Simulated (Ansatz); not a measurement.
| atom | x (Å) | y (Å) | z (Å) |
| --- | --- | --- | --- |
| O | 0.0000 | 0.0000 | -0.6417 |
| O | 0.0000 | 0.0000 | 0.6417 |

Basis set: def2-TZVP (spherical functions). Frozen core: 2 orbitals. Charge 0, multiplicity 3.

Computed with Ansatz (development build ahead of 0.2.0); each method stands on the lowest determinant of its kind that the runs found.

The atomization energy at this shape (free ground-state atoms in the same class of orbitals less the molecule, no zero-point energy) of triplet O₂:

| method | atomization energy |
| --- | --- |
| UHF-MP2 | 109.51 kcal/mol |

**Question.** What does UHF give?

**Answer.** 21.00 kcal/mol. Caution: the shape is not the minimum.
